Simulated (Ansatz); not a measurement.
Consider the redistribution: `N[SiH2][SiH2]CO` + `[F][InH][F]` → `N[SiH2][SiH3]` + `O[CH2][In]([F])[F]`.

Gas-phase electronic energies from Ansatz, PBE0-D4/def2-TZVP geometries. CCSD(T)/CBS is the MP2 limit (def2-TZVPP, def2-QZVPP) plus CCSD(T) − MP2 in def2-TZVPP, frozen cores. This one scheme is used for every species. Elements past krypton have def2 core potentials. For In outer-core shells are correlated without core-valence functions, which leaves a few kJ/mol of doubt a bond. One conformer a species, not always the lowest.

```
             level  ΔE (kJ/mol)
    MP2/def2-TZVPP          0.8
CCSD(T)/def2-TZVPP          4.9
```

Problem. What does CCSD(T)/CBS give? (Estimate.)

Solution. Ansatz gave: +3.1 kJ/mol. The listed levels differ from it by -2.3, 1.8 kJ/mol.

Largest T1 diagnostic among the species: 0.017.

In def2-TZVPP, CCSD(T) changes the Hartree–Fock value by −15.2 kJ/mol (the triples alone add −2.8 kJ/mol) and MP2 by −19.2 kJ/mol. From PBE to PBE0 (25 % exact exchange), in def2-TZVPP and without D4, ΔE moves by +9.1 kJ/mol.
